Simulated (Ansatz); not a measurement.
`C[SiH](F)B[SiH3]` + H₂S → `C[SiH](F)BS` + SiH₄ at 400 K and 1 bar (cleavage of the B–Si bond).

Gas-phase electronic energies from Ansatz, PBE0-D4/def2-TZVP geometries. CCSD(T)/CBS is the MP2 limit (def2-TZVPP, def2-QZVPP) plus CCSD(T) − MP2 in def2-TZVPP, frozen cores. This one scheme is used for every species. One conformer a species, not always the lowest.

```json
{"species": "`C[SiH](F)B[SiH3]`", "CCSD(T)/CBS energy (Eh)": "-745.64129", "H − E (kJ/mol)": "264.5", "S (J/(mol·K))": "442.1"}
{"species": "H₂S", "CCSD(T)/CBS energy (Eh)": "-398.97279", "H − E (kJ/mol)": "53.4", "S (J/(mol·K))": "215.9"}
{"species": "`C[SiH](F)BS`", "CCSD(T)/CBS energy (Eh)": "-853.19639", "H − E (kJ/mol)": "223.6", "S (J/(mol·K))": "409.7"}
{"species": "SiH₄", "CCSD(T)/CBS energy (Eh)": "-291.46306", "H − E (kJ/mol)": "96.9", "S (J/(mol·K))": "218.6"}
```

H − E and S are ideal-gas, rigid-rotor, harmonic terms from PBE0-D4/def2-TZVP, for one conformer and one mirror image of each species. 1 Eh = 2625.50 kJ/mol, R = 8.31446 J/(mol·K).

By hand: ΔE, ΔH, ΔS and ΔG.

ΔE = (-853.19639) + (-291.46306) − (-745.64129) − (-398.97279) = -0.04537 Eh = -119.1 kJ/mol. Δ(H − E) = 223.6 + 96.9 − 264.5 − 53.4 = 2.6, so ΔH = -116.5 kJ/mol. ΔS = 409.7 + 218.6 − 442.1 − 215.9 = -29.7 J/(mol·K). ΔG = -116.5 − 400 × (-29.7)/1000 = -104.6 kJ/mol.

By hand: the equilibrium constant, and the temperature at which ΔG would vanish if ΔH and ΔS stayed fixed.

log₁₀ K = −ΔG/(RT ln 10) = 13.7. ΔG = 0 at ΔH/ΔS = 3923 K, far beyond where these terms or the molecules hold.

ΔH outweighs TΔS. A doubt of 5 kJ/mol in ΔE shifts log₁₀ K by 0.7 here. Other conformers and mirror images would add mixing entropy, several J/(mol·K) or more a flexible species. Modes under 60 cm⁻¹, often nearly free rotors, make the harmonic entropy too high. These are equilibria of isolated gas molecules and say nothing of rates. Largest T1 diagnostic: 0.014 (customary marks: 0.02 for closed shells, 0.045 for open ones).
